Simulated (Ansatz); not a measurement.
Two isomers of BFH5NOSi: A = `N[SiH2]OBF`, B = `NB(O)[SiH2]F`.

Computed with Ansatz on PBE0-D4/def2-TZVP structures; ΔE is electronic, products minus reactants. CCSD(T)/CBS adds triple-zeta CCSD(T) − MP2 to the extrapolated MP2 energy (def2 sets, frozen cores). DFT in def2-TZVPP. B3LYP here is the variant with VWN-RPA as its local correlation; programs differ in this. Each species was taken in one conformer, which may not be the lowest.

(1) Which is lower in electronic energy at CCSD(T)/CBS, and by how much? (An estimate is asked.)

(2) Give E(B) − E(A) in kcal/mol with B3LYP, ωB97M-V, B3LYP-D4, CCSD(T)/def2-TZVPP, CCSD/def2-TZVPP, r2SCAN-D4, B2PLYP. (Estimate.)

Largest T1 diagnostic: 0.013.

Results:

(1) Ansatz gave: A, by 20.2 kcal/mol.

(2) The calculation gave: B3LYP 19.7, ωB97M-V 20.6, B3LYP-D4 19.6, CCSD(T)/def2-TZVPP 20.6, CCSD/def2-TZVPP 21.3, r2SCAN-D4 18.9, B2PLYP 20.9. None reverses the order clearly.

From PBE to PBE0 (25 % exact exchange), in def2-TZVPP and without D4, E(B) − E(A) moves by +2.2 kcal/mol. In def2-TZVPP, CCSD(T) changes the Hartree–Fock value by −6.1 kcal/mol (the triples alone add −0.7 kcal/mol) and MP2 by −4.8 kcal/mol.
